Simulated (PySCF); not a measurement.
## Static response to an electric field

Species: TiF2(OMe)2, C₂H₆F₂O₂Ti (singlet state).
Structure used (PBE0-D3(BJ)/def2-SVP), in Å, numbered top down from 1:
```
atom  x, y, z in Å
Ti1    1.039    0.015    0.847
F2     1.017    0.017    2.599
F3     2.700   -0.020    0.286
O4     0.267    1.466    0.256
C5    -0.491    2.401   -0.428
H6    -0.953    3.110    0.279
H7    -1.296    1.912   -1.004
H8     0.141    2.972   -1.128
O9     0.213   -1.406    0.261
C10   -0.502   -2.417   -0.358
H11    0.151   -2.992   -1.035
H12   -1.337   -2.003   -0.948
H13   -0.918   -3.108    0.394
```

Level: PBE0/def2-SVPD (PySCF), static field, nuclei fixed, core orbitals frozen in the response. The polarisability tensor in these axes (au):

```
x   65.87  0.14  6.92
y    0.14 85.94 -0.35
z    6.92 -0.35 62.96
```

Task: Diagonalise the tensor; give its mean and Δα, where Δα² is half the sum of the squared differences of the eigenvalues.

Result: Principal values 57.34, 71.48 and 85.94 au; mean 71.59 au = 10.61 Å³ = 11.80 × 10⁻⁴⁰ C²·m²/J; Δα = 24.77 au (35 % of the mean).

Task: What is the dipole moment, and where does it point?

Result: (-3.13, -0.10, -2.55) D, 4.04 D in size, pointing from the negative to the positive side. Measured along this direction, the outermost atoms are F2 at the negative end and H12 and H7 at the positive end.

Task: Estimate the molar refractivity from the static electronic polarisability.

Result: Lorentz–Lorenz: R = (4π/3)N_A α = 2.5225 cm³/(mol·Å³) × 10.61 Å³ = 26.8 cm³/mol, in the limit of long wavelengths.

Task: What would n − 1 = 2πNα be for an ideal gas of these molecules at 400 K and 1 atm, electronic part alone?

Result: N = p/kT = 1.8347 × 10¹⁹ cm⁻³, so n − 1 = 2π × N × 10.61 × 10⁻²⁴ cm³ = 1223 × 10⁻⁶ at long wavelengths.

Task: Traceless (Buckingham) quadrupole moment about the centre of nuclear charge: eigenvalues?

Result: -8.89, -1.78, 10.68 D·Å. The values depend on the origin, since the dipole doesn't vanish. The electronic extent ⟨r²⟩ about the same centre is 1124 bohr², a root-mean-square distance of 2.06 Å for the 74 electrons.

Task: How large is μ²/3kT at 298 K beside α?

Result: In Gaussian units μ²/3kT = 132.32 Å³ against 10.61 Å³, a ratio of 12.47; the Debye molar polarisation (4π/3)N_A(α + μ²/3kT) is 360.5 cm³/mol, leaving out the vibrational part.

Geometry: PBE0-D3(BJ)/def2-SVP; no solvent, vibrations or thermal averaging.
